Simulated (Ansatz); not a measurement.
Ansatz (a first-principles code) input for ZrF₃, SMILES [Zr+]([F])([F])[F], charge +1, multiplicity 1, PBE-D3(BJ)/def2-TZVP. 

Ansatz 0.2 input:
```yaml
crystal:
  periodic: [false, false, false]
  atoms:
    - {symbol: Zr, position_ang: [-0.00000000, -0.00000000, 0.24121439]}
    - {symbol: F, position_ang: [1.51424863, 0.87425186, -0.35735465]}
    - {symbol: F, position_ang: [0.00000000, -1.74850371, -0.35735465]}
    - {symbol: F, position_ang: [-1.51424862, 0.87425186, -0.35735465]}
basis:
  gaussian:
    orbitals: def2-TZVP
hamiltonian:
  xc: pbe
  dispersion: d3bj
total_charge: 1
relax: {f_tol: 0.002, max_steps: 200}
```

Program output:

```
WARN ansatz: RAYON_NUM_THREADS=1 ignored (pool sized by the plan → 1); use --threads N
Functional definition: PBE
integrals: 0.04 GiB planned
789 factors; their error is unknown
mean field: 0.33 GiB planned
mean field evaluation 1: about -9401.2929 eV, gradient 1.3e2 eV
mean field evaluation 2: about -8912.4439 eV, gradient 4.8e2 eV
mean field evaluation 4: about -9424.7905 eV, gradient 2.3e1 eV
mean field evaluation 8: about -9425.8421 eV, gradient 2.6e-1 eV
mean field evaluation 16: about -9425.8397 eV, gradient 9.9e-5 eV
mean field -9425.83969910 eV, -346.3932198782 hartree, gradient 1.7e-5 eV, S^2 0.000000; 0 other end points of the search recorded, 0 dependent functions left out
the calculation of the forces begins
reference -9425.83976585 eV, -346.3932223312 hartree; 19, 19 occupied and 114, 114 virtual orbitals, 789 factors
relax step   1: F+E_penalty+E_count = -9425.88524889 eV  Δ(F+E_penalty+E_count) = +0.000e0 eV  max|allowed force component| = 2.888e-1 eV/Å  Δτ_max = 0.0000 Å  (29 SCF iters, accepted)
these checks for a lower state are left out or cut short: starts, cluster_reference, orbital_swaps, neighbouring_geometries, increment
integrals: 0.04 GiB planned
789 factors; their error is unknown
mean field: 0.33 GiB planned
mean field -9425.84380506 eV, -346.3933707696 hartree, gradient 2.0e-5 eV, S^2 0.000000; 0 other end points of the search recorded, 0 dependent functions left out
the calculation of the forces begins
reference -9425.84387204 eV, -346.3933732311 hartree; 19, 19 occupied and 114, 114 virtual orbitals, 789 factors
relax step   2: F+E_penalty+E_count = -9425.88943601 eV  Δ(F+E_penalty+E_count) = -4.187e-3 eV  max|allowed force component| = 3.566e-2 eV/Å  Δτ_max = 0.0254 Å  (27 SCF iters, accepted)
these checks for a lower state are left out or cut short: starts, cluster_reference, orbital_swaps, neighbouring_geometries, increment
integrals: 0.04 GiB planned
789 factors; their error is unknown
mean field: 0.33 GiB planned
mean field evaluation 32: about -9425.8442 eV, gradient 6.1e-4 eV
mean field -9425.84419642 eV, -346.3933851517 hartree, gradient 1.2e-5 eV, S^2 0.000000; 0 other end points of the search recorded, 0 dependent functions left out
the calculation of the forces begins
reference -9425.84426338 eV, -346.3933876127 hartree; 19, 19 occupied and 114, 114 virtual orbitals, 789 factors
relax step   3: F+E_penalty+E_count = -9425.88990198 eV  Δ(F+E_penalty+E_count) = -4.660e-4 eV  max|allowed force component| = 1.859e-2 eV/Å  Δτ_max = 0.0113 Å  (27 SCF iters, accepted)
these checks for a lower state are left out or cut short: starts, cluster_reference, orbital_swaps, neighbouring_geometries, increment
integrals: 0.04 GiB planned
789 factors; their error is unknown
mean field: 0.33 GiB planned
mean field -9425.84420328 eV, -346.3933854040 hartree, gradient 1.3e-5 eV, S^2 0.000000; 0 other end points of the search recorded, 0 dependent functions left out
the calculation of the forces begins
reference -9425.84427023 eV, -346.3933878642 hartree; 19, 19 occupied and 114, 114 virtual orbitals, 789 factors
relax step   4: F+E_penalty+E_count = -9425.88992092 eV  Δ(F+E_penalty+E_count) = -1.893e-5 eV  max|allowed force component| = 1.835e-3 eV/Å  Δτ_max = 0.0010 Å  (22 SCF iters, accepted)
integrals: 0.04 GiB planned
789 factors; their error is unknown
mean field: 0.33 GiB planned
mean field -9425.84420328 eV, -346.3933854040 hartree, gradient 1.3e-5 eV, S^2 0.000000; 1 other end points of the search recorded, 0 dependent functions left out
the calculation of the forces begins
reference -9425.84427023 eV, -346.3933878642 hartree; 19, 19 occupied and 114, 114 virtual orbitals, 789 factors
Total energy: -9425.88998786 eV, -346.3950679562 hartree
Atom 0 at     0.000005     0.000003     0.278694 Å, force     0.000011     0.000006    -0.001835 eV/Å
Atom 1 at     1.501772     0.867048    -0.369847 Å, force    -0.001220    -0.000704     0.000615 eV/Å
Atom 2 at    -0.000005    -1.734094    -0.369849 Å, force     0.000002     0.001392     0.000610 eV/Å
Atom 3 at    -1.501772     0.867042    -0.369849 Å, force     0.001207    -0.000694     0.000610 eV/Å
Dipole moment:     0.000012     0.000007     1.007479 e Å
```

The run converged.
